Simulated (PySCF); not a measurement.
# Löwdin shares of the frontier orbitals

Compound: C₄H₄F₂O₂S.
Atom-mapped SMILES: `[O:1]=[S:2]1(=[O:3])[C@@H:4]([F:5])[CH:6]=[CH:7][C@@H:8]1[F:9]` (hydrogens: H10 on C4; H11 on C6; H12 on C7; H13 on C8)

Geometry (GFN2-xTB, Å), atoms numbered from 1 in this order:
```xyz
13
C4H4F2O2S angstrom
O      0.102    2.479   -0.575
S      0.106    1.312    0.244
O      0.259    1.463    1.655
C      1.257   -0.050   -0.406
F      2.536    0.085    0.012
C      0.566   -1.218    0.162
C     -0.753   -1.107    0.330
C     -1.348    0.164   -0.118
F     -1.446    0.268   -1.480
H      1.225    0.064   -1.491
H      1.149   -2.053    0.516
H     -1.355   -1.857    0.814
H     -2.304    0.448    0.319
```

Computed, not measured: PySCF 2.14.0, density-fitted response routines, TDDFT PBE0/def2-SVPD, vertical, gas phase, core orbitals frozen in the response.

Frontier orbitals with the atoms that hold most of them (Löwdin shares over 4%, at most four atoms; ? is withheld):

```
orbital  ε (eV)                             atoms
 LUMO+2    0.43  S2 17%, C7 14%, H13 12%, H12 10%
 LUMO+1   -0.13     S2 26%, C4 14%, F5 11%, C8 8%
   LUMO       ?                                 ?
   HOMO   -8.52                                 ?
 HOMO-1   -9.00    C6 22%, O1 21%, C7 20%, O3 14%
 HOMO-2   -9.59      O3 42%, O1 22%, S2 9%, C7 7%
 HOMO-3  -10.01            O1 41%, O3 40%, S2 12%
```

Problem. Which atoms hold the LUMO, and with what shares?

Solution. C6 (bonded to 2 C and H) 30%; C7 (bonded to 2 C and H) 27%; C8 (bonded to C, F, S and H) 8%; C4 (bonded to C, F, S and H) 6%.

Problem. Which atoms hold the HOMO, and with what shares?

Solution. O3 (bonded to S) 20%; O1 (bonded to S) 15%; C4 (bonded to C, F, S and H) 13%; C8 (bonded to C, F, S and H) 11%. By element: oxygen 35%, carbon 24% or more.

Problem. What is the LUMO energy, and the HOMO–LUMO gap?

Solution. ε(LUMO) = -1.91 eV; the gap is 6.61 eV (0.2429 hartree).

Problem. The HOMO–LUMO gap is 6.61 eV. Where does the response calculation put the lowest singlet, and from which orbitals?

Solution. S1 is at 5.37 eV (f = 0.035), 1.24 eV below the gap, made of HOMO→LUMO (96%). Without the coupling terms of the response equations the lowest excitation would equal the gap.

Problem. One configuration dominates each of S1, S2 and S3. Which, and how do the shares of the two leading atoms of either orbital change from the occupied to the empty one?

Solution. 
- S1 (5.37 eV, f 0.035), HOMO→LUMO (96%): O3 20% → at most 7%, O1 15% → at most 7%, C6 at most 12% → 30%, C7 at most 12% → 27%
- S2 (6.12 eV, f 0.025), HOMO-1→LUMO (78%): C6 22% → 30%, O1 21% → at most 7%, C7 20% → 27%
- S3 (6.52 eV, f 0.027), HOMO-2→LUMO (75%): O3 42% → at most 7%, O1 22% → at most 7%, C6 at most 7% → 30%, C7 7% → 27%

Löwdin shares depend on the basis, the more so with diffuse functions.

The run took about 1.7 min of CPU time (one thread, shared machine).

One conformer stands for the species.
